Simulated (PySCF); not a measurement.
F2Ge, triplet, at a GFN2-xTB geometry (the spin is typed, not shown lowest); REVPBE/def2-TZVP in PySCF.

Input for PySCF:
```python
from pyscf import gto, scf, dft

mol = gto.M(
    atom='''
Ge    0.010786   -0.007667    0.337693
F     0.833896    1.528351   -0.593201
F    -0.872246   -1.501091   -0.607486
''',
    basis='def2-tzvp',
    charge=0,
    spin=2,
    verbose=4,
)

mf = dft.UKS(mol)
mf.xc = 'revpbe'
mf.grids.atom_grid = (99, 590)
mf.grids.prune = None
mf.kernel()
```

It wrote (shortened):

```
PySCF version 2.14.0

[INPUT] verbose = 4
[INPUT] num. atoms = 3
[INPUT] num. electrons = 50
[INPUT] charge = 0
[INPUT] spin (= nelec alpha-beta = 2S) = 2
[INPUT] symmetry False subgroup None
[INPUT] Mole.unit = angstrom
[INPUT] Symbol           X                Y                Z      unit          X                Y                Z       unit  Magmom
[INPUT]  1 Ge     0.010786000000  -0.007667000000   0.337693000000 AA    0.020382585980  -0.014488530197   0.638147284183 Bohr   0.0
[INPUT]  2 F      0.833896000000   1.528351000000  -0.593201000000 AA    1.575835056370   2.888164812205  -1.120987426818 Bohr   0.0
[INPUT]  3 F     -0.872246000000  -1.501091000000  -0.607486000000 AA   -1.648306053247  -2.836650878049  -1.147982164508 Bohr   0.0

nuclear repulsion = 166.604969943271
number of shells = 38
number of NR pGTOs = 192
number of NR cGTOs = 110
basis = def2-tzvp
ecp = {}

******** <class 'pyscf.dft.uks.UKS'> ********
method = UKS
initial guess = minao
damping factor = 0
level_shift factor = 0
DIIS = <class 'pyscf.scf.diis.CDIIS'>
diis_start_cycle = 1
diis_space = 8
diis_damp = 0
SCF conv_tol = 1e-09
SCF conv_tol_grad = None
SCF max_cycles = 50
direct_scf = True
direct_scf_tol = 1e-13
number electrons alpha = 26  beta = 24
XC library pyscf.dft.libxc version 7.1.2
    S. Lehtola, C. Steigemann, M. J. T. Oliveira, and M. A. L. Marques,  SoftwareX 7, 1–5 (2018)
XC functionals = revpbe
    Y. Zhang and W. Yang,  Phys. Rev. Lett. 80, 890 (1998)
    J. P. Perdew, K. Burke, and M. Ernzerhof,  Phys. Rev. Lett. 77, 3865 (1996)
    J. P. Perdew, K. Burke, and M. Ernzerhof,  Phys. Rev. Lett. 78, 1396 (1997)
radial grids:
    Treutler-Ahlrichs [JCP 102, 346 (1995); DOI:10.1063/1.469408] (M4) radial grids

becke partition: Becke, JCP 88, 2547 (1988); DOI:10.1063/1.454033
pruning grids: None
grids dens level: 3
symmetrized grids: False
atomic radii adjust function: <function treutler_atomic_radii_adjust>
User specified grid scheme (99, 590)
small_rho_cutoff = 0
Set gradient conv threshold to 3.16228e-05
tot grids = 175232
init E= -2275.81688950203

cycle= 1 E= -2276.24625160577  delta_E= -0.429  |g|= 0.901  |ddm|= 1.28

cycle= 2 E= -2272.78611555156  delta_E= 3.46  |g|= 3.04  |ddm|= 2.05

cycle= 3 E= -2276.45452684812  delta_E= -3.67  |g|= 0.365  |ddm|= 1.73

cycle= 4 E= -2276.47448246378  delta_E= -0.02  |g|= 0.218  |ddm|= 0.31

cycle= 5 E= -2276.48835412507  delta_E= -0.0139  |g|= 0.0496  |ddm|= 0.0784

cycle= 6 E= -2276.48955755675  delta_E= -0.0012  |g|= 0.00588  |ddm|= 0.0521

cycle= 7 E= -2276.48956381345  delta_E= -6.26e-06  |g|= 0.00596  |ddm|= 0.00898

cycle= 8 E= -2276.48957356329  delta_E= -9.75e-06  |g|= 0.00334  |ddm|= 0.00534

cycle= 9 E= -2276.48957793961  delta_E= -4.38e-06  |g|= 0.000451  |ddm|= 0.00222

cycle= 10 E= -2276.48957805211  delta_E= -1.13e-07  |g|= 0.000149  |ddm|= 0.000596

cycle= 11 E= -2276.48957806252  delta_E= -1.04e-08  |g|= 1.75e-05  |ddm|= 0.000142

cycle= 12 E= -2276.48957806265  delta_E= -1.31e-10  |g|= 3.74e-06  |ddm|= 1.79e-05

Extra cycle  E= -2276.48957806263  delta_E= 1.86e-11  |g|= 6.21e-06  |ddm|= 5.48e-06
converged SCF energy = -2276.48957806263  <S^2> = 2.0038991  2S+1 = 3.0025982
```
